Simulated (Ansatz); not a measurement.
Isolated molecules relaxed with PBE0-D4/def2-TZVP in Ansatz; ΔE leaves out vibrations. CCSD(T)/CBS adds triple-zeta CCSD(T) − MP2 to the extrapolated MP2 energy (def2 sets, frozen cores). This one scheme is used for every species. DFT in def2-TZVPP. B3LYP here is the variant with VWN-RPA as its local correlation; programs differ in this. Elements past krypton have def2 core potentials. For Sb outer-core shells are correlated without core-valence functions, which leaves a few kJ/mol of doubt a bond. One conformer a species, not always the lowest.

`C=N[SiH2][SbH2]` + H₂S → `C=N[SiH2]S` + `[SbH3]`  (cleavage of the Si–Sb bond)

```csv
level,ΔE (eV)
B3LYP-D4,-0.24
PBE,-0.22
MP2/def2-TZVPP,-0.26
CCSD/def2-TZVPP,-0.29
```

**Question.** What does CCSD(T)/CBS give? (Best estimate.)

**Answer.** Ansatz gave: -0.22 eV. The listed levels differ from it by -0.02, 0.00, -0.04, -0.07 eV.

Largest T1 diagnostic among the species: 0.014.

In def2-TZVPP, CCSD(T) changes the Hartree–Fock value by +0.13 eV (the triples alone add +0.02 eV) and MP2 by +0.15 eV. The D4 term adds +0.05 eV with B3LYP and +0.03 eV with PBE0; it sums over pairs of atoms, weighted by their polarisabilities, and B3LYP, whose exchange is more repulsive, gets the larger term. From PBE to PBE0 (25 % exact exchange), in def2-TZVPP and without D4, ΔE moves by −0.03 eV.
